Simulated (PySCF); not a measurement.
The numbers are results of PySCF with PBE-D3(BJ)/def2-TZVP // B3LYP-D3(BJ)/def2-TZVP, not measurements. Isolated molecules, 0 K electronic values unless said otherwise. One relaxed conformer stands for a flexible species; it need not be the lowest. Delta-SCF ions had no search for a lower state. Excitations are Tamm–Dancoff values on a coarser integration grid. The basis has no diffuse functions, so Rydberg states are missing or too high.

Reference species (SMILES): `OC1BB1` (neutral, multiplicity 1).

| Property | Result |
|---|---|
| HOMO–LUMO gap | 4.23 eV |
| vertical ionisation energy (Delta-SCF) | 9.19 eV |
| S1 excitation (TDA) | 4.48 eV |
| S1–T1 gap (TDA) | 1.01 eV |

Changed species: `C=BBO`.

**Question.** Predict the effect on the HOMO–LUMO gap, vertical ionisation energy (Delta-SCF), S1 excitation (TDA) and S1–T1 gap (TDA).

**Answer.** the HOMO–LUMO gap falls by 0.90 eV, to 3.33 eV; the vertical ionisation energy (Delta-SCF) stays essentially unchanged; the S1 excitation (TDA) drops by 1.10 eV, to 3.38 eV; the S1–T1 gap (TDA) drops by 0.58 eV, to 0.43 eV.
